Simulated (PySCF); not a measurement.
C4H3ClF2, SMILES FC(C#C)(CCl)F. Atoms are numbered in the order given.

```xyz
10

C      2.5326    -0.4293    -0.2967
C      1.3544    -0.5805    -0.0772
C     -0.0873    -0.7414     0.1544
F     -0.3575    -0.6425     1.4830
F     -0.4773    -1.9941    -0.2368
C     -0.9663     0.2395    -0.6192
Cl    -0.6027     1.9399    -0.2144
H      3.5825    -0.2975    -0.4841
H     -0.8127     0.0903    -1.6952
H     -2.0115     0.0273    -0.3578
```

Geometry optimised at B3LYP-D3(BJ)/def2-SVP. The structure was generated by enumeration, and PubChem lists no compound with its InChIKey, so it may never have been made. One conformer was computed; it need not be the lowest.

Level of theory: PBE/pcSseg-1 (PySCF).

GIAO shieldings, no solvent; atoms listed in one row are averaged. δ = σ(ref) − σ: ¹³C against TMS (σ = 182.0 ppm); ¹⁹F against CFCl3 (σ = 133.6 ppm); ³⁵Cl against HCl (σ = 936.5 ppm); ¹H against TMS (σ = 31.49 ppm), references at their B3LYP-D3(BJ)/def2-TZVP geometries, non-relativistic (without spin–orbit terms, shifts of atoms bonded to Cl or Br come out too high).

**Question.** Estimate the chemical shifts. (Estimate from the structure and the level; the computed values follow.)

**Answer.** 
```tsv
nucleus	atoms	count	δ (ppm)
¹³C	C3	1	123.0
¹³C	C1	1	83.2
¹³C	C2	1	79.4
¹³C	C6	1	58.2
¹⁹F	F5	1	-119.6
¹⁹F	F4	1	-127.2
³⁵Cl	Cl7	1	100.3
¹H	H10	1	3.90
¹H	H9	1	3.78
¹H	H8	1	2.75
```
